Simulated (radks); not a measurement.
Values are calculated unless marked as measured or tabulated.
Valence configurations of Co IV (all share [Ar]). Code: a radial shooting solver on a logarithmic mesh with Libxc functionals. Model: Dirac Kohn-Sham, PBEsol, spin-unpolarised, spherical densities, finite nucleus; open shells fill j = l - 1/2 first; Fermi nuclear charge, rms radius 3.7875 fm. Energies are relative to 3d6; eigenvalues in eV.

| valence | E (eV) | e(3d3/2) | e(3d5/2) | e(4p1/2) | e(4s1/2) |
|---|---|---|---|---|---|
| 3d6 | 0.000 | -45.223 | -45.002 | - | - |
| 3d5.5 4s0.5 | 7.014 | -49.002 | -48.771 | - | -33.568 |
| 3d5.5 4p0.5 | 10.840 | -49.583 | -49.352 | -26.256 | - |
| 3d5 4s1 | 15.230 | -52.957 | -52.717 | - | -35.025 |
| 3d5 4p1 | 23.123 | -54.093 | -53.852 | -27.780 | - |
| 3d4.5 4s1 4p0.5 | 28.802 | -57.636 | -57.384 | -28.630 | -36.763 |
| 3d4 4s2 | 35.645 | -61.358 | - | - | -37.821 |
| 3d4 4p2 | 52.430 | -63.510 | - | -30.566 | - |
| 3d3.5 4s2 4p0.5 | 52.486 | -66.338 | - | -30.836 | -39.454 |

NIST lists [Ar] 3d6 as the ground configuration; this level of theory agrees among the configurations tried. The energies are those of spherical spin-averaged densities, not of single terms.
